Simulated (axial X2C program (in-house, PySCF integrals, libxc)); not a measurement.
MoSi⁺: properties at the nuclei

Computed with an axial X2C code built on PySCF integrals: two-component X2C with atomic mean-field Coulomb and Gaunt terms, Gaussian nuclei, basis Mo dyall-cv3z, Si dyall-v3z with contracted cores.

R = 2.476 Å (near the PBE0 minimum at charge 1 of the determinant lowest at the starting distance; the state shown can have its own minimum elsewhere).

Input and command:
```json
{"zs": [42, 14], "q": 1, "bas": ["dyall-cv3z", "dyall-v3z"], "r0": 2.54, "levels": ["PBE0", "HF", "r2SCAN", "PBE", "B3LYP"], "nst": 3}
```
```bash
python soeom.py task.json out
```

Keys: zs atomic numbers; q charge; bas basis sets; r0 starting distance in Å; levels methods; nst determinants followed.

Determinant lowest in the PBE0 search, Ω = 5/2 (⟨Sz⟩ = 2.50, ⟨Lz⟩ = 0.00 at PBE0), spin on the atoms Mo 2.38, Si 0.12:

| level | Eeff magnitude (GV/cm) | Ws magnitude Mo (kHz) | A∥/gI Mo (MHz) | qzz Mo (a.u.) | A∥/gI Si (MHz) | qzz Si (a.u.) |
| --- | --- | --- | --- | --- | --- | --- |
| PBE0 | 0.664 | 0.15 | 418 | -0.25 | -17.8 | -2.63 |
| HF | 4.73 | 0.96 | 49.5 | -1.05 | -119 | -1.58 |
| r2SCAN | 0.49 | 0.121 | 532 | -0.12 | -20.8 | -2.42 |
| PBE | 0.356 | 0.0899 | 521 | -0.12 | -17.6 | -2.30 |
| B3LYP | 0.368 | 0.0927 | 448 | -0.18 | -11.9 | -2.56 |

Eeff is the effective electric field on the electron electric dipole moment in this Ω state and Ws the scalar–pseudoscalar constant of the nucleus named (defined with the proton number Z and per Ω); A∥ (defined per Ω) follows by multiplying with gI = μI/(I μN); qzz is the electric field gradient, eQq0 = 234.96 MHz × Q/barn × qzz. The operators were transformed with the bare-nucleus X2C matrices; with these basis sets, hyperfine constants and field gradients can be off by tens of per cent, and where levels differ in sign neither size nor sign is settled.

Each state is one determinant with collinear spin, which with several unpaired electrons need not be a pure state. Unrestricted Hartree–Fock can overshoot spin polarisation at the nuclei. This is the top spin component of a Σ state; components of lower Ω are not single determinants and can lie lower. With several open shells hyperfine constants can be off by a factor of several. Where Eeff spreads by more than a factor of two the levels disagree and none is to be relied on. States lie within half an eV, so the first need not be the ground state. Further determinants of the search, some of them spin-mixed, are not shown. Where a field gradient or hyperfine factor spreads by more than a factor of two over the levels, a constant derived from it is not to be relied on.
